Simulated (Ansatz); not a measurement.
Isolated molecules relaxed with PBE0-D4/def2-TZVP in Ansatz; ΔE leaves out vibrations. CCSD(T)/CBS adds triple-zeta CCSD(T) − MP2 to the extrapolated MP2 energy (def2 sets, frozen cores). Functionals use def2-TZVPP. For Ge, Se outer-core shells are correlated without core-valence functions, which leaves a few kJ/mol of doubt a bond. Scalar relativity is left out up to krypton. Each species was taken in one conformer, which may not be the lowest.

Reaction (ligand exchange at a B–O bond): `BO[SiH2][GeH2][F]` + `[SiH3][SiH2][SeH]` → `B[Se][SiH2][SiH3]` + `O[SiH2][GeH2][F]`

```json
{"species": "`BO[SiH2][GeH2][F]`", "ωB97M-V energy (Eh)": "-2570.00975"}
{"species": "`[SiH3][SiH2][SeH]`", "ωB97M-V energy (Eh)": "-2983.98106"}
{"species": "`B[Se][SiH2][SiH3]`", "ωB97M-V energy (Eh)": "-3009.43100"}
{"species": "`O[SiH2][GeH2][F]`", "ωB97M-V energy (Eh)": "-2544.54114"}
```

(1) Work out ΔE.

Largest T1 diagnostic among the species: 0.014.

Answers

(1) ΔE = (-3009.43100) + (-2544.54114) − (-2570.00975) − (-2983.98106) = 0.01867 Eh = +49.0 kJ/mol. CCSD(T)/CBS gives +43.1 kJ/mol.

From PBE to PBE0 (25 % exact exchange), in def2-TZVPP and without D4, ΔE moves by +4.3 kJ/mol. In def2-TZVPP, CCSD(T) changes the Hartree–Fock value by −26.2 kJ/mol (the triples alone add −4.6 kJ/mol) and MP2 by −30.3 kJ/mol. The D4 term adds −4.0 kJ/mol with B3LYP and −2.0 kJ/mol with PBE0; it sums over pairs of atoms, weighted by their polarisabilities, and B3LYP, whose exchange is more repulsive, gets the larger term.

B3LYP here is the variant with VWN-RPA as its local correlation; programs differ in this.
